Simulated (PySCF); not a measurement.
## Polarisability and C₆ of Ti(2+) (titanium, charge +2)

[Ar] 3d2, high-spin 3F determinant. All numbers are calculated (PySCF 2.14, the spin-free X2C one-electron Hamiltonian (Gaussian nucleus), in aug-cc-pVDZ-DK). Coupled (time-dependent) response in atomic units; α is the mean over directions. A double-zeta set is small for polarisabilities.

```tsv
method	mean α (bohr³)	C₆ (like pair)	S(−4)
UHF	4.111	11.91	11.62
PBE	4.887	13.80	23.76
PBE0	4.563	13.00	18.14
PW91	4.824	13.59	23.18
```

S(−4) is the Cauchy moment in α(ω) = α(0) + S(−4) ω² + …

α(iu) at UHF:

| u (hartree) | α(iu) (bohr³) |
| --- | --- |
| 0 | 4.111 |
| 0.0500 | 4.083 |
| 0.100 | 4.002 |
| 0.200 | 3.738 |
| 0.300 | 3.428 |
| 0.500 | 2.881 |
| 0.750 | 2.370 |
| 1.00 | 1.978 |
| 1.50 | 1.403 |
| 2.00 | 1.016 |
| 3.00 | 0.5757 |
| 5.00 | 0.2447 |

A single London oscillator, α(iu) = α/(1 + u²/ω²), gives C₆ = (3/4) ω α². Matching the computed C₆ needs ω = 4 × 11.91 / (3 × 4.111²) = 0.940 hartree.

For an ion, C₆ is the dispersion term alone; charge-induced terms of lower order in 1/R come first.
